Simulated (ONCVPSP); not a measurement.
## Scattering properties, ONCV potential for titanium

titanium (Ti), optimised norm-conserving Vanderbilt (ONCV), made with ONCVPSP 4.0.1 (PBE, scalar-relativistic). Core [Ne], reference 3s2 3p6 3d2 4s1 4p1. Waves: 3s+4s: rc 1.55 bohr, ncon 4, nbas 9, qcut 8.7 1/bohr, 2 projectors; 3p+4p: rc 1.50 bohr, ncon 4, nbas 7, qcut 9.2 1/bohr, 2 projectors; 3d: rc 1.35 bohr, ncon 4, nbas 8, qcut 13.4 1/bohr, 2 projectors, debl 1.1 Ha. Local part: polynomial inside 0.90 bohr (lpopt 5, dvloc0 0 Ha). Core correction: Teter function, fcfact 5, rcfact 1.5.

The phase is arctan(r·R′/R) of the radial function R(r), unwrapped; energies in Ha, scanned from -4 to 5 Ha. A pole is an energy at which the radial function vanishes at the test radius. The pseudo phase is shifted by a multiple of π to meet the all-electron one at the reference energy, and phase errors are pseudo minus all-electron; the curves can meet again beyond the range given. Levels narrower than the energy grid can be missing from the lists of poles.

```csv
channel,radius (bohr),reference energy (Ha),"poles, all-electron","poles, pseudo",unbroken range about the reference energy with phases within 0.05 rad,phase error 1 Ha above the reference energy (rad)
s,1.57,-0.19,-1.75,-1.75,the whole range,-0.000
p,1.53,-0.08,-0.61,-0.61,the whole range,-0.000
d,1.37,-0.20,1.30,1.30,the whole range,-0.000
```

Phases in the p channel:

| E (Ha) | all-electron | pseudo |
| --- | --- | --- |
| -3.98 | 1.140 | 1.140 |
| -3.50 | 1.048 | 1.048 |
| -3.02 | 0.877 | 0.877 |
| -2.54 | 0.471 | 0.471 |
| -2.06 | -0.457 | -0.457 |
| -1.58 | -1.151 | -1.151 |
| -1.10 | -1.427 | -1.427 |
| -0.62 | -1.569 | -1.569 |
| -0.14 | -1.665 | -1.665 |
| 0.34 | -1.748 | -1.748 |
| 0.82 | -1.835 | -1.835 |
| 1.30 | -1.945 | -1.945 |
| 1.78 | -2.110 | -2.110 |
| 2.26 | -2.403 | -2.405 |
| 2.74 | -2.957 | -2.962 |
| 3.22 | -3.639 | -3.646 |
| 3.70 | -4.062 | -4.067 |
| 4.18 | -4.279 | -4.283 |
| 4.66 | -4.402 | -4.406 |
